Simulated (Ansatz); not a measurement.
Vertical ionisation energy (eV) of eight silicon and germanium compounds: PBE beside CAM-B3LYP, computed with Ansatz (a first-principles code) for isolated molecules in the bases named; differences from unrounded values. The eight are the first of their class met in an unordered collection, after screening for sound electronic states; none was chosen by its value. Functionals give these values as differences of separate SCF runs (ΔSCF), EOM-CCSD as a root; each molecule has one DFT geometry for both levels.

| molecule | basis | CAM-B3LYP | PBE | difference |
|---|---|---|---|---|
| C3H9FOSi, SMILES FC[Si@@H](OC)C | def2-SVPD | 10.12 | 9.31 | -0.82 |
| C2H4N2OSi, SMILES O([SiH3])/C=N/C#N | def2-SVPD | 10.54 | 10.19 | -0.35 |
| C₃H₈Si, SMILES C1[SiH2]CC1 | def2-SVPD | 10.06 | 9.63 | -0.43 |
| CH7NSi3, SMILES [Si@H]1([SiH3])N=C[SiH2]1 | def2-TZVPD | 8.70 | 8.50 | -0.20 |
| F3GeHO, SMILES [OH][Ge]([F])([F])[F] | def2-SVPD | 13.81 | 12.97 | -0.84 |
| C₂H₄GeN₂, SMILES N(/C#N)=[CH]/[GeH3] | def2-SVPD | 10.18 | 9.77 | -0.41 |
| C₂H₄N₂OSi, SMILES O[Si@H]1C=NC=N1 | def2-SVPD | 9.88 | 9.23 | -0.64 |
| CH7ClN2Si, SMILES NC[Si@@H](N)Cl | def2-TZVPD | 9.04 | 8.54 | -0.50 |

PBE lies below CAM-B3LYP in 8 and above it in 0 of the eight; the mean signed difference is -0.52 and the largest -0.84 eV.
